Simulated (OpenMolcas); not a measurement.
**CH7BGe: a line through the functionals**

The species is CH7BGe (10 atoms), meant as a singlet with charge 0. As SMILES, `C[BH][GeH3]`. The shape is that of a PBE0-D4/def2-TZVP optimisation.

The vertical ionisation energy (to the doublet cation) y, in eV, basis def2-SVP; a is the functional's share of exact exchange. Programs: OpenMolcas 26.06.

| functional | program | a | y (eV) |
| --- | --- | --- | --- |
| TPSS | OpenMolcas | 0 | 9.80 |
| PBE | OpenMolcas | 0 | 9.71 |
| B3LYP | OpenMolcas | 0.2 | ? |
| PBE0 | OpenMolcas | 0.25 | 9.96 |
| BHLYP | OpenMolcas | 0.5 | 10.07 |

Fit y = c + s·a to the known rows and predict B3LYP.


1. Means of the 4 rows: a = 0.1875, y = 9.885.
2. Σ(Δa)² = 0.17188, Σ(Δa·Δy) = 0.11125, so the slope is 0.11125/0.17188 = 0.64725.
3. Intercept: 9.885 − (0.64725) × 0.1875 = 9.764. The largest residual of the fit is 0.054.
4. B3LYP: 9.764 + (0.64725) × 0.2 = 9.89 eV.

The run gave 9.97 eV, so the prediction is off by -0.08 eV, more than the largest residual. The rows mix families of semi-local functionals, which the line can't see.
